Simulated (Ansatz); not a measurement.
Consider the redistribution: `O[SiH](O)[SiH](Cl)Cl` + `ClC[SiH2]Cl` → `O[SiH](O)CCl` + `Cl[SiH2][SiH](Cl)Cl`.

Computed with Ansatz on PBE0-D4/def2-TZVP structures; ΔE is electronic, products minus reactants. CBS: MP2 limit from def2 TZ/QZ plus the TZ coupled-cluster correction, frozen cores. DFT in def2-TZVPP. B3LYP here is the variant with VWN-RPA as its local correlation; programs differ in this. One conformer a species, not always the lowest.

`O[SiH](O)[SiH](Cl)Cl`:

Z-matrix (Å, degrees):
```
Si
O 1 1.642
Si 1 2.346 2 103.2
O 1 1.639 2 114.4 3 117.8
H 1 1.482 2 111.6 3 -123.7
H 2 0.959 1 118.9 3 177.2
Cl 3 2.065 1 105.4 2 85.9
Cl 3 2.053 1 109.9 2 -157.0
H 3 1.480 1 118.2 2 -33.5
H 4 0.960 1 117.2 2 -72.2
```

`ClC[SiH2]Cl`:

Cartesian coordinates in Å:
```
Cl 2.224 0.341 0.088
C 0.726 -0.628 0.182
Si -0.688 0.551 -0.164
Cl -2.454 -0.502 -0.071
H 0.669 -1.068 1.177
H 0.793 -1.428 -0.555
H -0.720 1.614 0.864
H -0.550 1.119 -1.522
```

`O[SiH](O)CCl`:

```xyz
10

O     1.008    0.621    1.306
Si    0.485    0.453   -0.238
O     1.658   -0.310   -1.083
C    -1.111   -0.540   -0.228
Cl   -2.262    0.309    0.855
H     0.340    0.826    1.964
H     0.236    1.743   -0.916
H     2.202   -0.946   -0.614
H    -0.980   -1.549    0.165
H    -1.577   -0.606   -1.211
```

`Cl[SiH2][SiH](Cl)Cl`:

Z-matrix (Å, degrees):
```
Si
Si 1 2.338
Cl 1 2.056 2 108.2
H 1 1.482 2 110.0 3 -119.0
H 1 1.484 2 110.6 3 118.9
Cl 2 2.052 1 107.6 3 -178.5
Cl 2 2.047 1 109.1 3 62.5
H 2 1.480 1 114.7 3 -58.5
```

(1) Is it downhill or uphill in electronic energy at CCSD(T)/CBS, and by how much? (Estimate.)

(2) What do these levels give: PBE0-D4, B3LYP-D4, ωB97X-V, B2PLYP, PBE, PBE0, SCS-MP2/def2-TZVPP, HF/def2-QZVPP, SCS-MP2/def2-QZVPP, HF/CBS(def2), MP2/CBS(def2), CCSD/CBS(def2)? (Best estimate.)

Largest T1 diagnostic among the species: 0.011.

Results:

(1) Computed: Downhill: ΔE = -1.9 kcal/mol.

(2) Computed: PBE0-D4 -1.6, B3LYP-D4 -1.3, ωB97X-V -1.5, B2PLYP -1.4, PBE -1.1, PBE0 -1.6, SCS-MP2/def2-TZVPP -1.5, HF/def2-QZVPP -2.2, SCS-MP2/def2-QZVPP -1.6, HF/CBS(def2) -2.2, MP2/CBS(def2) -1.7, CCSD/CBS(def2) -2.0 kcal/mol.
